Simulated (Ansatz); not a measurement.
The cluster Cd₃F₄⁺, relaxed as a doublet with UKS r2SCAN-D4/def2-SVP in Ansatz, starting from the GFN1-xTB geometry. Force threshold 0.02 eV/Å.

In the def2 sets Cd takes a core potential; there is no spin–orbit coupling. Another isomer (doublet) lies 0.03 eV lower at PBE0-D4/def2-TZVP; other spin states weren't run for this one.

Start:

```xyz
7

Cd   -1.160   -0.730   -0.845
Cd    0.860    1.220   -0.484
Cd    0.309   -0.589    1.645
F    -1.525   -1.929    0.552
F     0.701   -0.490   -1.489
F    -1.134    1.212   -0.417
F     1.949    1.306    1.037
```

```json
{"step": "1", "energy (eV)": "-24545.2408", "largest force component (eV/Å)": "4.027", "SCF passes": "19"}
{"step": "2", "energy (eV)": "-24546.7090", "largest force component (eV/Å)": "0.961", "SCF passes": "27"}
{"step": "3", "energy (eV)": "-24547.0864", "largest force component (eV/Å)": "0.594", "SCF passes": "26"}
{"step": "4", "energy (eV)": "-24547.3098", "largest force component (eV/Å)": "0.454", "SCF passes": "26"}
{"step": "5", "energy (eV)": "-24547.4360", "largest force component (eV/Å)": "0.181", "SCF passes": "26"}
{"step": "6", "energy (eV)": "-24547.4768", "largest force component (eV/Å)": "0.264", "SCF passes": "23"}
{"step": "7", "energy (eV)": "-24547.4988", "largest force component (eV/Å)": "0.243", "SCF passes": "26"}
{"step": "8", "energy (eV)": "-24547.5121", "largest force component (eV/Å)": "0.025", "SCF passes": "21"}
{"step": "9", "energy (eV)": "-24547.5125", "largest force component (eV/Å)": "0.010", "SCF passes": "22"}
```

Force components are those of the run's own axes.

End:

```
atom    x (Å)    y (Å)    z (Å)
 Cd1  -1.2899  -0.7385  -1.0282
 Cd2   0.9289   1.3898  -0.7052
 Cd3   0.4945  -0.8833   2.3708
  F4  -0.9402  -1.5057   0.8565
  F5   0.6234  -0.3589  -1.8811
  F6  -1.1982   1.3773  -0.8081
  F7   1.3816   0.7193   1.1952
```

Bonds formed: Cd3–F7 (atoms count from 1). Metal–metal contacts that move far: Cd2–Cd3 2.85 to 3.85 Å, Cd1–Cd3 2.89 to 3.84 Å.

No frequencies were taken in this run, so the end may be a saddle point.

Hardware: 4 threads of Arm Neoverse V1 on a shared host. Wall time 56 s.
